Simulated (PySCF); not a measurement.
CH₃N₂OSi (doublet state).
Structure used (GFN2-xTB), in Å, numbered top down from 1:
```xyz
8
CH3N2OSi angstrom
N      2.6770   -1.2283    0.4592
C      1.6838   -0.6551    0.3476
Si     0.1323    0.1504   -0.2418
N     -1.1892   -0.5388    0.6301
O      0.0922    1.7634   -0.1340
H     -2.1132   -0.1561    0.5056
H     -1.2355   -1.5382    0.7400
H     -0.0383    2.2121    0.7035
```

The hyperfine couplings belong to this conformer and change with its torsions.

The species is `N#C[Si](N)O` [radical].

Computed with UKS B3LYP, pcH-1 on C H N O Si, non-relativistic, mean-field spin-orbit, GIAO (PySCF). One conformer (not necessarily the lowest) at the GFN2-xTB geometry, without solvent, vibrations or thermal averaging. A GFN2-xTB geometry isn't a minimum of the functional, and hyperfine couplings can be far from their values at a DFT geometry, by a factor of two or more for some ions and for spin on atoms past the first row. The SCF solution wasn't tested for stability.

(1) Where do the isotropic ENDOR lines of C2, N4, N1, H8, H6/H7 and Si3 fall at 3341.1 mT, to first order?

(2) Which pairs are centred on the nuclear Larmor frequency, and which on half the coupling?

(3) At what field would the lower line of H6/H7 fall to zero frequency?

Answers

(1) ν± = |νn ± a/2|, one line for each electron-spin manifold; νn = |g_N| × 7.62259 MHz/T × B.

```tsv
nuclei	isotope	g_N	νn (MHz)	a_iso (MHz)	lower line (MHz)	upper line (MHz)
C2	13C	1.4048	35.78	115.19	21.82	93.37
N4	14N	0.4038	10.28	10.32	5.12	15.44
N1	14N	0.4038	10.28	2.71	8.93	11.64
H8	1H	5.5857	142.26	55.40	114.55	169.96
H6/H7	1H	5.5857	142.26	-11.24	136.64	147.87
Si3	29Si	-1.1106	28.28	-846.92	395.17	451.74
```

The rows for 13C and 29Si, of low natural abundance, apply to labelled samples.

(2) Centred on νn, since |a| < 2νn: N4, N1, H8 and H6/H7. Centred on |a|/2 and split by 2νn: C2 and Si3.

(3) Where νn = |a|/2, that is B = 5.62 MHz/(5.5857 × 7.62259 MHz/T) = 132 mT, as far as first order holds there.

Means are taken over nuclei equivalent by connectivity, which assumes that they swap fast.

Time: 19 s (with the writing of density and orbital grids); peak memory 0.63 GiB. Hardware: one thread of an Arm Neoverse V1, shared host with 64 logical CPUs at a one-minute load of 30.
